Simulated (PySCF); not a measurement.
Potential energy surface of H2Mg, singlet: map of symmetric stretch and bend. Scanned: Mg-H bond length and H-Mg-H angle.

Cartesian coordinates as functions of the variables (Å; names that start with a are angles):
```
Mg  0  0  0
H  r*sin(a/2)  0  r*cos(a/2)
H  -r*sin(a/2)  0  r*cos(a/2)
```

Calculation: RHF/cc-pVDZ (PySCF).

Energy in mEh above the lowest grid point; x is the Mg-H bond length (Å), y the H-Mg-H angle (°).

```
y \ x   1.45   1.54   1.62   1.71   1.80   1.88   1.97   2.05   2.14   2.22   2.31
-----  -----  -----  -----  -----  -----  -----  -----  -----  -----  -----  -----
180     33.7   12.9    3.3    0.0    2.6    8.6   18.5   29.3   43.1   56.4   72.1
170     34.4   13.6    3.9    0.6    3.2    9.2   19.1   29.9   43.7   56.9   72.5
160     36.4   15.5    5.9    2.5    5.0   11.0   20.8   31.5   45.2   58.4   74.0
150     39.7   18.8    9.1    5.6    8.1   13.9   23.6   34.3   47.9   61.0   76.5
140     44.6   23.6   13.8   10.2   12.5   18.2   27.7   38.2   51.7   64.7   80.0
130     51.2   30.0   20.0   16.2   18.3   23.8   33.2   43.5   56.7   69.5   84.7
120     59.7   38.3   28.0   24.0   25.8   31.1   40.1   50.2   63.2   75.7   90.6
110     70.5   48.7   38.2   33.7   35.2   40.1   48.8   58.6   71.2   83.5   98.0
100     84.0   61.8   50.8   45.9   46.8   51.4   59.6   69.0   81.1   93.0  107.0
90     100.8   78.0   66.5   60.9   61.3   65.3   73.0   81.8   93.4  104.7  118.2
80     121.4   97.9   85.8   79.6   79.2   82.6   89.5   97.7  108.6  119.3  132.1
70     146.4  122.2  109.5  102.5  101.4  104.1  110.2  117.6  127.7  137.7  149.6
```

Points that lie below all their neighbours on the grid: x = 1.71, y = 180 on the edge of the grid (0.0 mEh).
